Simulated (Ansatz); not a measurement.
Species: sum formula H$_{6}$SiN$_{3}$O (charge 0, doublet). It need not be the lowest isomer of its formula. SMILES: [NH][Si](N)(N)O
Coordinates optimised at B3LYP-D3(BJ)/def2-TZVP (Ansatz, a program for electronic structure):
```
Si
O 1 1.6512
H 2 0.9600 1 116.48
N 1 1.7012 2 113.09 3 -48.31
H 4 1.0054 1 124.51 2 -58.29
H 4 1.0055 5 113.64 1 168.83
N 1 1.7108 2 102.35 3 -170.49
H 7 1.0065 1 121.13 2 173.20
H 7 1.0074 8 112.46 1 -155.63
N 1 1.7425 2 114.88 3 69.20
H 10 1.0216 1 113.66 2 40.81
```
Charge 0, spin multiplicity 2.

Atomisation energy built up term by term with Ansatz (kcal/mol; UHF references for open shells; valence terms freeze the core; atomic spin-orbit terms are left out). CBS(X,Y): correlation extrapolated as X^-3; Hartree-Fock from the larger set.

```json
[
 {"term": "Hartree-Fock", "basis": "cc-pV(Q+d)Z", "kcal/mol": "…"},
 {"term": "CCSD correlation", "basis": "CBS(cc-pV(T+d)Z,cc-pV(Q+d)Z)", "kcal/mol": "296.26"},
 {"term": "(T)", "basis": "CBS(cc-pV(T+d)Z,cc-pV(Q+d)Z)", "kcal/mol": "…"},
 {"term": "core correlation", "basis": "cc-pwCVTZ", "kcal/mol": "2.50"},
 {"term": "scalar relativity (X2C)", "basis": "cc-pVTZ-DK against cc-pVTZ", "kcal/mol": "-1.91"},
 {"term": "sum: De", "basis": "", "kcal/mol": "…"}
]
```

Complete the blanks.


- Hartree-Fock, kcal/mol: 631.52
- (T), kcal/mol: 17.79
- sum: De, kcal/mol: 946.2
